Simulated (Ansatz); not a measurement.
Species: BNH, charge 0, doublet. BNH (SMILES B=[N], doublet).
B3LYP-D3(BJ)/def2-TZVP minimum from Ansatz (a quantum-chemistry and plane-wave program):
```
B
N 1 1.3055
H 1 1.1689 2 180.00
```
Charge 0, spin multiplicity 2.

Hartree-Fock and CCSD correlation energies in hartree (Ansatz). UHF or UKS for unpaired electrons; spin-orbit terms are left out. Correlated methods leave the cores frozen. No relativity. The UHF reference of HBN (B=[N], doublet) is spin-contaminated (<S^2> up to 0.03 over the pure value in the sets run).

```
basis    X      E(HF)  E(corr, CCSD)
-------  -  ---------  -------------
cc-pVTZ  3  -79.66037       -0.26944
cc-pVQZ  4  -79.66593       -0.28435
cc-pV5Z  5  -79.66705       withheld
```

Q: Fit E(corr) = E∞ + A/X³ to X = 3 and 4, predict X = 5, and compare with the run.

A: A = (-0.26944 - (-0.28435))/(1/27 - 1/64) = 0.6963; E∞ = -0.28435 - A/64 = -0.29523; at X = 5, E∞ + A/125 = -0.28966. The run gave -0.28929, 0.37 mEh above the prediction. The same form on X = 4 and 5 gives E∞ = -0.29447, 0.76 mEh above the first estimate.
